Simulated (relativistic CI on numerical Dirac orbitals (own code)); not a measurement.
**Hyperfine structure of Hg IX, mass number 199**

Calculated at this level of theory: Dirac-Coulomb-Breit CI, separate exchange-only KLI orbitals for each configuration, model QED (radiative potential, 1s self-energy scaled to tabulated hydrogen-like ionisation energies), unscaled Slater integrals (own radial code, finite nucleus).

Configuration list (outside the closed core [Kr] 4d10 4f14 5s2): 5p6 5d4, 5p6 5d3 6s, 5p6 5d3 5f, 5p5 5d5, 5p6 5d3 6p, 5p6 5d2 6s 6p, 5p6 5d3 5g, 5p6 5d2 5f 6s, 5p6 5d3 6d, 5p6 5d3 7p, 5p6 5d3 6f, 5p6 5d2 6s2, 5p6 5d 5f 6s2, 5p6 5d 6s2 6p, 5p6 5d 5g 6s2, 5p6 5d 6s2 6d, 5p6 5d2 6p2, 5p6 5d 6s 6p2, 5p6 5d 5f 6p2, 5p6 5d 6p3, 5p6 5d 5g 6p2, 5p6 5d 6p2 6d. Double excitations out of closed p, d and f shells are left out; levels of such configurations are missing from the list, as are those of other unlisted configurations, and high levels can miss mixing partners.

Nuclear spin I = 1/2, μ = 0.5039 μN (tables of Stone and Pyykkö). The electronic factors are computed for point nuclear moments, without core polarisation or the Bohr-Weisskopf and QED corrections.

```
       Level  E (cm⁻¹)  A (MHz)
5p6 5d4 5D_1   10603.0   -153.6
5p6 5d4 5D_2   18560.9    704.4
5p6 5d4 5D_3   23915.8     1306
5p6 5d4 3H_4   38122.9     1997
5p6 5d4 3G_3   43808.9     2193
5p6 5d4 3F_2   44867.1     1919
5p6 5d4 3H_5   46947.4     2088
5p6 5d4 3P_1   47951.5     1775
```

Levels with J = 0, under 50 % of one LS term, or S terms without an open s electron are left out. Small factors come from cancelling terms and can be off by tens of per cent or more.

At this charge configurations can still be misplaced by up to about 7 % of their energy. Terms inside the open d or f shell come out 10 to 20 % too wide with unscaled integrals. Levels and lines within the n = 5 or 6 shells can be off by up to 10 % or somewhat more, and those that change n by about 2 %, since core polarisation is missing.

Problem. Give the hyperfine levels of 5p6 5d4 5D_3 relative to its centre of gravity.

Solution. With K = F(F + 1) − I(I + 1) − J(J + 1), E = AK/2: F = 5/2: -2612, F = 7/2: 1959 MHz.

LS names give the leading component of a level, which can be under half, so a name can repeat, a term be missing and a line seem to break the LS rules.
